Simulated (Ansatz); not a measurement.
Basis sets compared for Sn₃H₈. Total charge 0; singlet. Geometry PBE0-D4/def2-SVP. Ansatz on 4 threads of Arm Neoverse V2 on a shared host; times are rough, and most runs start from earlier orbitals.

```xyz
11

Sn    0.828   -0.519   -2.127
H     2.407   -1.075   -1.759
H     0.227   -1.418   -3.459
H     0.931    1.130   -2.586
Sn   -0.826   -0.777    0.094
H    -0.679   -2.362    0.739
H    -2.461   -0.568   -0.390
Sn   -0.211    1.091    2.060
H    -1.236    0.922    3.425
H     1.414    0.900    2.571
H    -0.395    2.676    1.432
```

In the def2 sets Sn takes a core potential, while STO-3G treats all electrons; there is no spin–orbit coupling.

STO-3G and 6-31G are all-electron sets without relativity, so their totals don't compare with the def2 sets.

Binding counts from free atoms (Sn triplet, H doublet) in the same basis, without a counterpoise term.

| level | functions | energy (Eh) | HOMO (eV) | LUMO (eV) | binding per atom (eV) | wall time |
| --- | --- | --- | --- | --- | --- | --- |
| HF/STO-3G | 89 | -17894.6352 | -7.06 | 8.94 | 3.18 | 0.95 s |
| HF/def2-TZVP | 198 | -644.6844 | -9.36 | 1.75 | 1.65 | 2.1 s |
| PBE-D4/def2-SVP | 118 | -647.6292 | -6.37 | -1.64 | 2.25 | 1.1 s |
| PBE-D4/def2-TZVP | 198 | -647.6594 | -6.43 | -1.80 | 2.26 | 2.2 s |
| r2SCAN-D4/def2-TZVP | 198 | -647.9218 | -6.66 | -1.53 | 2.30 | 4.1 s |
| PBE0-D4/def2-SVP | 118 | -647.6752 | -7.32 | -0.86 | 2.25 | 1.9 s |
| PBE0-D4/def2-TZVP | 198 | -647.7013 | -7.35 | -1.02 | 2.27 | 3.5 s |

**Question.** Estimate the rows for PBE-D4/def2-TZVPD, r2SCAN-D4/def2-TZVPD, PBE0-D4/def2-TZVPD.

**Answer.** 
```tsv
level	functions	energy (Eh)	HOMO (eV)	LUMO (eV)	binding per atom (eV)	wall time
PBE-D4/def2-TZVPD	240	-647.6601	-6.44	-1.84	2.26	3.3 s
r2SCAN-D4/def2-TZVPD	240	-647.9226	-6.66	-1.55	2.30	6.5 s
PBE0-D4/def2-TZVPD	240	-647.7020	-7.35	-1.08	2.27	5.5 s
```
